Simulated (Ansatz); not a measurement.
Reaction (ligand exchange at the Se–Al bond): `C[Se][AlH2]` + arsine → `C[Se][AsH2]` + `[AlH3]`

Calculated with Ansatz (gas phase, PBE0-D4/def2-TZVP geometries, no zero-point term in ΔE). CCSD(T)/CBS is the MP2 limit (def2-TZVPP, def2-QZVPP) plus CCSD(T) − MP2 in def2-TZVPP, frozen cores. This one scheme is used for every species. For As, Se outer-core shells are correlated without core-valence functions, which leaves a few kJ/mol of doubt a bond. Scalar relativity is left out up to krypton.

`C[Se][AlH2]`:

Cartesian coordinates in Å:
```
C 1.381 0.331 0.270
Se 0.455 -0.684 -1.133
Al -1.709 -0.447 -0.392
H 1.923 1.147 -0.203
H 2.078 -0.339 0.770
H 0.667 0.727 0.990
H -1.936 0.391 0.934
H -2.860 -1.125 -1.236
```

`[AsH3]`:

```xyz
4

As    0.054   -0.104   -0.625
H     1.084   -0.553    0.402
H    -0.041    1.281   -0.001
H    -1.097   -0.624    0.224
```

`C[Se][AsH2]`:

Z-matrix (Å, degrees):
```
C
Se 1 1.952
H 1 1.088 2 110.6
H 1 1.090 2 106.0 3 -118.5
H 1 1.088 2 110.6 3 122.9
As 2 2.371 1 96.4 3 -61.9
H 6 1.523 2 96.1 1 133.1
H 6 1.523 2 95.9 1 -134.3
```

`[AlH3]`:

Z-matrix (Å, degrees):
```
Al
H 1 1.586
H 1 1.586 2 120.0
H 1 1.586 2 120.0 3 -179.9
```

```csv
species,CCSD(T)/def2-TZVPP energy (Eh)
`C[Se][AlH2]`,-2683.18073
`[AsH3]`,-2236.24568
`C[Se][AsH2]`,-4675.62959
`[AlH3]`,-243.76074
```

Work out ΔE.

ΔE = (-4675.62959) + (-243.76074) − (-2683.18073) − (-2236.24568) = 0.03608 Eh = +94.7 kJ/mol. CCSD(T)/CBS gives +94.5 kJ/mol.

What do rigid-rotor, harmonic-oscillator terms from PBE0-D4/def2-TZVP frequencies (298.15 K, 1 bar) make of the CCSD(T)/CBS value? (An estimate is asked.)

The calculation gave: ΔZPE = -4.1 kJ/mol, ΔH = +91.0 kJ/mol, ΔS = -1 J/(mol·K), ΔG = +91.4 kJ/mol.

Largest T1 diagnostic among the species: 0.011.

At CCSD(T), def2-SVP lies +5.8 kJ/mol from the extrapolated value and def2-TZVPP +0.3 kJ/mol. From BLYP to BHLYP (50 % exact exchange), in def2-TZVPP and without D4, ΔE moves by +4.8 kJ/mol. Leaving LDA and LC-ωPBE aside and taking each functional with its dispersion term where it has one, the values, not all of them listed here, spread over 13.6 kJ/mol, from BLYP-D4 to r2SCAN0-D4. LDA lies +7.4 kJ/mol from PBE without D4.
